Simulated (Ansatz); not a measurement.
Input file for CH3BOS, SMILES `SC1BO1`:

```yaml
crystal:
  periodic: [false, false, false]
  atoms:
    - {symbol: S, position_ang: [-1.483565, 0.693844, -0.788339]}
    - {symbol: C, position_ang: [-0.375801, 0.120995, 0.455053]}
    - {symbol: B, position_ang: [1.012377, -0.429994, 0.222951]}
    - {symbol: O, position_ang: [0.057147, -1.332506, 0.388104]}
    - {symbol: H, position_ang: [-0.582120, 0.915039, -1.758974]}
    - {symbol: H, position_ang: [-0.738974, 0.365532, 1.447954]}
    - {symbol: H, position_ang: [2.172335, -0.400910, -0.012450]}
basis:
  gaussian: {orbitals: def2-SVP}
correlation: {method: ccsd_t}
```

```sh
$ ansatz run in.yaml --threads 2 --pin off --events-out ev --progress --plain --max-ram 4352MiB
```

Log, shortened:

```
Functional definition: HF
732 factors; integrals over basis functions are off by at most 1.2e-3 eV
mean field evaluation 1: about -14594.2496 eV, gradient 3.2e1 eV
mean field evaluation 2: about -14594.3463 eV, gradient 3.2e1 eV
mean field evaluation 4: about -14596.9617 eV, gradient 3.5e0 eV
mean field evaluation 8: about -14597.0176 eV, gradient 2.6e-1 eV
mean field -14597.01808818 eV, -536.4305205263 hartree, gradient 1.2e-6 eV, S^2 0.000000; 0 other end points of the search recorded, 0 dependent functions left out
8 core orbitals not correlated: weight in the atoms' cores, before any rotation towards them, 1.000 or more for the frozen orbitals, at most 0.000 for the correlated occupied ones
reference -14597.01808818 eV, -536.4305205263 hartree; 11, 11 occupied and 56, 56 virtual orbitals, 732 factors
second order -14.50948674 eV of doubles, -0.00000000 eV of singles
cycle   1  -14.84977166 eV  change   -3.4e-1 eV  update   1.1e-1
cycle   2  -15.30087724 eV  change   -4.5e-1 eV  update   3.3e-2
cycle   3  -15.43064539 eV  change   -1.3e-1 eV  update   2.0e-2
cycle   4  -15.42130949 eV  change    9.3e-3 eV  update   5.6e-3
cycle   5  -15.42153314 eV  change   -2.2e-4 eV  update   2.5e-3
cycle   6  -15.42177460 eV  change   -2.4e-4 eV  update   7.9e-4
cycle   7  -15.42132045 eV  change    4.5e-4 eV  update   2.6e-4
cycle   8  -15.42136080 eV  change   -4.0e-5 eV  update   8.0e-5
cycle   9  -15.42137875 eV  change   -1.8e-5 eV  update   2.3e-5
perturbative correction -0.51831731 eV, -0.0190478097 hartree
Total energy: -14612.95778424 eV, -537.0162935522 hartree
```

Hardware: 2 threads of an Arm Neoverse V1 on a shared host. Wall time 1.6 s, peak host memory 0.2 GiB.

The correlation energy is -15.940 eV, 3.3 % of it from (T); the T1 diagnostic reads 0.0171.
